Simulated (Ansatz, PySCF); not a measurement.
Species: CH₃O₂ (charge 0, doublet). It need not be the lowest isomer of its formula. 
Geometry from a B3LYP-D3(BJ)/def2-TZVP (Ansatz, a program for electronic structure) optimisation:
```
C
O 1 1.3207
O 1 1.4050 2 117.95
H 3 0.9661 1 107.56 2 23.18
H 1 1.1083 2 110.95 3 -124.14
H 1 1.1198 5 104.24 2 113.47
```
Charge 0, spin multiplicity 2.

Property: atomisation energy (electronic, to ground-state atoms), in kcal/mol. Correlated levels leave the core frozen unless marked. UHF or UKS for open shells. No spin-orbit coupling. No relativistic terms. FCI takes restricted orbitals. The coupled-cluster limit lacks core correlation, which all-electron functionals hold. Basis-set limits of correlation are two-point, X^-3; Hartree-Fock from the larger set. [CCSD(T)-MP2]/basis is that difference in the basis named.

```
level            program  atomisation energy (kcal/mol)
---------------  -------  -----------------------------
HF/6-31G*         Ansatz                          335.3
HF/cc-pVTZ        Ansatz                          341.8
BLYP/def2-TZVPD   Ansatz                          514.3
BP86/def2-TZVPD    PySCF                          534.4
```

**Question.** Estimate the value at RI-MP2/CBS(cc-pVTZ,cc-pVQZ)+[CCSD(T)-MP2]/cc-pVTZ as computed with Ansatz.

**Answer.** 507.1 kcal/mol, so BP86/def2-TZVPD differs from it by 27.3 kcal/mol.
